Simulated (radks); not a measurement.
Numerical settings for the fluorine ion F+, [He] 2s2 2p4. All-electron calculation, scalar-relativistic Kohn-Sham, SCAN, spin-polarised, spherical densities, finite nucleus; open shells are filled with parallel spins first; meta-GGA in the generalised Kohn-Sham scheme; Fermi nuclear charge, rms radius 2.8976 fm. Program: a radial shooting solver on a logarithmic mesh with Libxc functionals. The defaults (mesh step 0.008 in ln r, mesh end at 40 bohr or more with all orbitals vanishing there, Anderson mixing 0.5 over 9 steps, residual threshold near 1e-9 with the energy settled to 1e-9 hartree or 1e-11 of itself, here a cap of 61 iterations) give E = -99.159 hartree and 2p at -25.576 eV in 22 iterations. Run on one thread of a shared host, so times are rough (Arm Neoverse V2): 0.12 s of CPU time, 0.12 s wall, 22 iterations on 2189 mesh points. Changes against that run (0 stands for a change within the tolerance of the run):

setting                     iterations         converged  E (mhartree)  e(2p) (meV)  CPU (s)
mesh step in ln r 0.012             19               yes            -1       +0.336     0.07
mesh step in ln r 0.05              16               yes         -1.47        -38.3     0.02
mesh step in ln r 0.08              14               yes         +62.2         -136     0.01
mesh end (bohr) 2                   22               yes          +953    +1.44e+04      0.1
mesh end (bohr) 1                   22  level above zero     +2.06e+04    +1.45e+05     0.09
residual threshold 0.001            16               yes             0            0     0.09
residual threshold 1e-05            20               yes             0            0     0.11
mixing 1.5                          23                no      diverged            -     0.13
linear mixing, mixing 0.8           22                no      diverged            -     0.16
linear mixing, mixing 0.05          61                no        +0.152         -818      0.3
mixing history 2                    28                no      diverged            -     0.13
iteration cap 5                      5                no       -0.0931         -101     0.03

Settled on a wrong energy, with an occupied level pushed above zero by the early mesh end: mesh end (bohr) 1 (+20.6 hartree). Apart from these: settings that end as converged yet miss the energy by more than 1 mhartree: mesh step in ln r 0.05 (-0.00147 hartree); mesh step in ln r 0.08 (+0.0622 hartree); mesh end (bohr) 2 (+0.953 hartree). A mesh that ends early acts as a hard wall.
